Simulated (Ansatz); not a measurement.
Computed with Ansatz on PBE0-D4/def2-TZVP structures; ΔE is electronic, products minus reactants. CCSD(T)/CBS is the MP2 limit (def2-TZVPP, def2-QZVPP) plus CCSD(T) − MP2 in def2-TZVPP, frozen cores. This one scheme is used for every species. DFT in def2-TZVPP. B3LYP here is the variant with VWN-RPA as its local correlation; programs differ in this. HSE06 is defined as in plane-wave codes. For Ge outer-core shells are correlated without core-valence functions, which leaves a few kJ/mol of doubt a bond. Scalar relativity is left out up to krypton.

Consider the formal exchange of groups at a Ge–Ge bond: `[Cl][GeH2][GeH3]` + `C=S` → `S=[CH][GeH3]` + `[Cl][GeH3]`.

```
             level  ΔE (kJ/mol)  difference from CCSD(T)/CBS
       LDA (SPW92)         45.1                          0.3
            PBE-D4         49.1                          4.3
         revPBE-D4         47.0                          2.2
           BLYP-D4         47.4                          2.6
         r2SCAN-D4         46.5                          1.7
            B97M-V         40.2                         -4.6
           PBE0-D4         49.6                          4.8
          B3LYP-D4         48.3                          3.5
        r2SCANh-D4         47.3                          2.5
        r2SCAN0-D4         48.2                          3.4
          HSE06-D4         49.7                          4.9
      CAM-B3LYP-D4         45.3                          0.5
           ωB97X-V         44.5                         -0.3
           ωB97M-V         46.0                          1.2
            B2PLYP         44.8                          0.0
          PBE-QIDH         45.4                          0.6
               PBE         48.8                          4.0
            revPBE         48.8                          4.0
            r2SCAN         46.4                          1.6
              PBE0         49.2                          4.4
             B3LYP         47.8                          3.0
           r2SCANh         47.1                          2.3
           r2SCAN0         48.0                          3.2
             HSE06         49.1                          4.3
             BHLYP         46.9                          2.1
         CAM-B3LYP         44.6                         -0.2
       HF/def2-SVP         39.8                         -5.0
      MP2/def2-SVP         37.7                         -7.1
     CCSD/def2-SVP         41.8                         -3.0
  CCSD(T)/def2-SVP         41.0                         -3.8
     HF/def2-TZVPP         42.6                         -2.2
    MP2/def2-TZVPP         41.2                         -3.6
SCS-MP2/def2-TZVPP         39.9                         -4.9
   CCSD/def2-TZVPP         44.9                          0.1
CCSD(T)/def2-TZVPP         43.7                         -1.1
     HF/def2-QZVPP         42.4                         -2.4
SCS-MP2/def2-QZVPP         39.9                         -4.9
      HF/CBS(def2)         42.4                         -2.4
     MP2/CBS(def2)         42.3                         -2.5
    CCSD/CBS(def2)         45.9                          1.1
       CCSD(T)/CBS         44.8                            0
```

What do rigid-rotor, harmonic-oscillator terms from PBE0-D4/def2-TZVP frequencies (298.15 K, 1 bar) make of the CCSD(T)/CBS value? (An estimate is asked.)

Computed: ΔZPE = -4.4 kJ/mol, ΔH = +38.7 kJ/mol, ΔS = -6 J/(mol·K), ΔG = +40.3 kJ/mol.

Largest T1 diagnostic among the species: 0.016.

Leaving LDA and LC-ωPBE aside and taking each functional with its dispersion term where it has one, the values spread over 9.5 kJ/mol, from B97M-V to HSE06-D4. LDA lies −3.6 kJ/mol from PBE without D4. At CCSD(T), def2-SVP lies −3.8 kJ/mol from the extrapolated value and def2-TZVPP −1.0 kJ/mol.
